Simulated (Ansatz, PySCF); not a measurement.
Species: CH3AlF, net charge 1, singlet state. It need not be the lowest isomer of its formula. SMILES: [CH3][Al+][F]
Geometry: optimised at B3LYP-D3(BJ)/def2-TZVP (Ansatz, a quantum-chemistry and plane-wave program).

Quantity: vertical triplet-singlet gap (E(triplet) - E(singlet); each state is the SCF solution reached for its spin; the molecule has degenerate orbitals, so one determinant may break the symmetry), in kcal/mol. Correlated levels leave the core frozen unless marked. UHF or UKS for open shells. Spin-orbit coupling is left out. Non-relativistic. 

| level | program | vertical triplet-singlet gap (kcal/mol) |
|---|---|---|
| HF/aug-cc-pV(D+d)Z | Ansatz | 118.7 |
| HF/aug-cc-pV(T+d)Z | Ansatz | 116.3 |
| HF/aug-cc-pV(Q+d)Z | Ansatz | 116.2 |
| PBE/def2-TZVPD | Ansatz | 123.7 |
| r2SCAN/def2-TZVPD | Ansatz | 122.5 |
| B3LYP/def2-TZVPD | Ansatz | 126.6 |
| M06-2X/def2-TZVPD | PySCF | 126.8 |
| wB97X-V/def2-TZVPD | Ansatz | 133.9 |
| B2PLYP/def2-TZVPD | Ansatz | 130.5 |
| MP2/aug-cc-pV(D+d)Z | Ansatz | 135.7 |
| RI-MP2/aug-cc-pV(T+d)Z | Ansatz | 135.6 |
| RI-MP2/aug-cc-pV(Q+d)Z | Ansatz | 136.4 |
| CCSD/aug-cc-pV(D+d)Z | Ansatz | 133.1 |
| CCSD(T)/aug-cc-pV(D+d)Z | Ansatz | 133.4 |
